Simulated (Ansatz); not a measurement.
A made-up structure of SiH2BrO (charge +1), singlet:

O1  (-0.072, -1.148, 0.317)
Si2  (0.296, 0.348, 0.029)
Br3  (-0.969, 1.704, -0.964)
H4  (0.323, 0.217, 1.443)
H5  (1.620, 0.732, 0.519)
(Å)

It is relaxed with PBE-D4/def2-SVP and then PBE0-D4/def2-TZVP (Ansatz 0.2.0). Atoms count as bonded within 1.22 times the sum of their covalent radii (H–H: 0.88 Å). The end point is not checked to be a true minimum.

Task: Does its bonding change? (A judgement: the text doesn't fix the answer.)

Result: The calculation gives: Yes. Formed: O1–H4; broken: Si2–H4.

Where it ends: The first stage lowers the energy by 4.95 eV in 12 steps. It ends as SiH₂BrO ([OH][SiH][Br]), total charge +1:
O1  (-0.203, -0.543, 0.843)
Si2  (0.355, 0.692, 0.051)
Br3  (-0.951, 1.660, -1.270)
H4  (0.258, -1.098, 1.485)
H5  (1.740, 1.142, 0.235)
(Å)

Labels in which every atom is bracketed show which atoms are joined, not bond orders.

For scale, one of the runs: PBE0-D4/def2-TZVP relaxation, 128 basis functions, launched by `ansatz run in.yaml --threads 2 --pin off --events-out ev --progress --plain --max-ram 4352MiB`. The run took about 23 s on 2 CPU threads of an Arm Neoverse V2 (shared host).
